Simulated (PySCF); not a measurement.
## In (indium, neutral) across methods

[Kr] 4d10 5s2 5p1, 2P determinant. Computed with PySCF 2.14 in x2c-TZVPPall, with scalar relativity by spin-free X2C-1e. The B2PLYP total includes its PT2 part (frozen core); its orbital energies are those of the SCF part.

```json
{"method": "r2SCAN", "E (hartree)": "-5880.92", "mean ε 5s α (eV)": "-8.572", "mean ε 5s β (eV)": "-8.004", "mean ε 5p α (eV)": "-3.028", "Σ⟨r²⟩ (bohr²)": "57.80", "⟨S²⟩": "0.755"}
{"method": "CAM-B3LYP", "E (hartree)": "-5881.23", "mean ε 5s α (eV)": "-10.701", "mean ε 5s β (eV)": "-9.951", "mean ε 5p α (eV)": "-4.545", "Σ⟨r²⟩ (bohr²)": "57.79", "⟨S²⟩": "0.753"}
{"method": "B2PLYP", "E (hartree)": "-5880.23", "mean ε 5s α (eV)": "-10.162", "mean ε 5s β (eV)": "-9.251", "mean ε 5p α (eV)": "-4.149", "Σ⟨r²⟩ (bohr²)": "58.39", "⟨S²⟩": "0.755"}
{"method": "LDA", "E (hartree)": "-5875.08", "mean ε 5s α (eV)": "-8.595", "mean ε 5s β (eV)": "-8.157", "mean ε 5p α (eV)": "-2.810", "Σ⟨r²⟩ (bohr²)": "57.60", "⟨S²⟩": "0.751"}
{"method": "M06-L", "E (hartree)": "-5880.81", "mean ε 5s α (eV)": "-8.287", "mean ε 5s β (eV)": "-7.825", "mean ε 5p α (eV)": "-2.696", "Σ⟨r²⟩ (bohr²)": "58.51", "⟨S²⟩": "0.751"}
{"method": "PBE", "E (hartree)": "-5880.49", "mean ε 5s α (eV)": "-8.312", "mean ε 5s β (eV)": "-7.814", "mean ε 5p α (eV)": "-2.768", "Σ⟨r²⟩ (bohr²)": "57.93", "⟨S²⟩": "0.752"}
{"method": "UHF", "E (hartree)": "-5878.24074", "mean ε 5s α (eV)": "-11.549", "mean ε 5s β (eV)": "-10.036", "mean ε 5p α (eV)": "-5.457", "Σ⟨r²⟩ (bohr²)": "59.28", "⟨S²⟩": "0.763"}
{"method": "PBE0", "E (hartree)": "-5880.57", "mean ε 5s α (eV)": "-9.322", "mean ε 5s β (eV)": "-8.598", "mean ε 5p α (eV)": "-3.562", "Σ⟨r²⟩ (bohr²)": "57.92", "⟨S²⟩": "0.753"}
```

**Question.** Estimate the same row for wB97M-V.

**Answer.** E (hartree) = -5880.51; mean ε 5s α (eV) = -11.530; mean ε 5s β (eV) = -10.687; mean ε 5p α (eV) = -5.238; Σ⟨r²⟩ (bohr²) = 57.91; ⟨S²⟩ = 0.753.
